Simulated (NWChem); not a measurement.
System: MgF2; SMILES [F][Mg][F]

Results from NWChem. Pople sets run with spherical d functions. The geometry was optimised at B3LYP/6-31G* (spherical d). Vertical excitations in the gas phase; the lowest state need not have the same character in each row.

Among these, which level gives the highest value of “lowest excitation, singlet (eV)”?
A. Hartree-Fock/6-31+G*, CIS
B. CAM-B3LYP/6-31+G*, TDA
C. PBE/6-31+G*, TDA
D. B3LYP/6-31+G*, TDA

A, Hartree-Fock/6-31+G*, CIS. Values: PBE/6-31+G*, TDA 5.90; B3LYP/6-31+G*, TDA 6.65; CAM-B3LYP/6-31+G*, TDA 7.05; Hartree-Fock/6-31+G*, CIS 9.50
